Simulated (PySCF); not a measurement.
C8H11Si (doublet state).
Structure used (PBE0-D3(BJ)/def2-SVP), in Å, numbered top down from 1:
```xyz
20
C8H11Si angstrom
C     -2.681    1.447    0.548
C     -1.438    1.055    0.409
Si     0.197    0.272    0.150
C      1.016    0.071    1.823
C      1.192   -1.111    2.424
C      0.028   -1.399   -0.682
C     -1.132   -1.923   -1.094
C      1.233    1.403   -0.926
C      1.542    1.132   -2.199
H     -3.538    0.801    0.291
H     -2.947    2.446    0.929
H      1.366    0.975    2.341
H      1.673   -1.202    3.405
H      0.858   -2.047    1.961
H      0.947   -1.979   -0.848
H     -1.191   -2.901   -1.585
H     -2.080   -1.391   -0.959
H      1.602    2.342   -0.491
H      2.147    1.811   -2.811
H      1.197    0.215   -2.691
```

The hyperfine couplings belong to this conformer and change with its torsions.

The species is `C=[C][Si](C=C)(C=C)C=C` [radical].

Computed with UKS B3LYP, IGLO-III on C Si, pcH-1 on H, non-relativistic, mean-field spin-orbit, GIAO (PySCF). Isolated species at its PBE0-D3(BJ)/def2-SVP geometry (one conformer only). The SCF solution wasn't tested for stability.

Principal values of hyperfine tensors in MHz (contact, dipolar and spin–orbit terms together), for some of the nuclei:

```tsv
atom	isotope	A1	A2	A3
H10	1H	175.05	176.09	186.51
C2	13C	-3.83	13.82	214.38
C1	13C	-69.79	-50.70	-42.79
C6	13C	35.72	36.31	44.98
Si3	29Si	29.77	31.42	36.05
H15	1H	9.31	10.37	15.04
C8	13C	9.61	9.68	12.80
C4	13C	4.43	4.70	6.71
```

Q: Give the isotropic coupling of each nucleus in MHz and in mT (g = 2.0022), and the anisotropic part.

A: a_iso = (A1 + A2 + A3)/3, Ti = Ai − a_iso; 1 mT corresponds to 28.024 MHz. The tensors hold a spin–orbit part: the run splits a_iso into a_FC + a_SO, and T includes its anisotropic share.

```csv
atom,a_iso (MHz),a_FC,a_SO,a_iso (mT),T1,T2,T3
H10,179.21,179.22,0.00,6.395,-4.16,-3.13,7.29
C2,74.79,74.99,-0.20,2.669,-78.62,-60.97,139.59
C1,-54.43,-54.44,0.01,-1.942,-15.36,3.73,11.63
C6,39.00,39.01,-0.01,1.392,-3.28,-2.69,5.98
Si3,32.41,32.47,-0.06,1.157,-2.65,-0.99,3.64
H15,11.58,11.58,0.00,0.413,-2.26,-1.20,3.47
C8,10.70,10.70,0.00,0.382,-1.08,-1.02,2.10
C4,5.28,5.28,0.00,0.189,-0.85,-0.58,1.43
```

Q: What spin density at the nucleus of C4 lies behind its contact coupling (g_N = 1.40482)?

A: a_FC = 800.24 MHz bohr³ × g_N × ρ(0)/(2S). With a_FC = 5.28 MHz and 2S = 1, ρ(0) = 0.004699 bohr⁻³.

Q: H11 (1H, g_N = 5.58569) isn't in the table. Its spin density at the nucleus is 0.03744 bohr⁻³. What is its contact coupling?

A: By the same relation, a_FC = 167.3 MHz. Its full tensor has the principal values 162.87, 163.58, 175.57 MHz.

Q: Name the largest traceless tensor T of the table and describe it.

A: C2: -78.6, -61.0, 139.6 MHz (the dipolar term alone has -78.5, -60.9, 139.4), rhombic: the two smaller values differ by 13 % of the largest.

Q: What first-order splitting does C1 cause when the field lies along A1, A2 or A3 of its tensor (g taken as isotropic, no quadrupole term)?

A: 2 lines (I = 1/2), spaced by |A_i|/(g × 13.996): 2.49, 1.81, 1.53 mT along the axes of A1, A2 and A3.
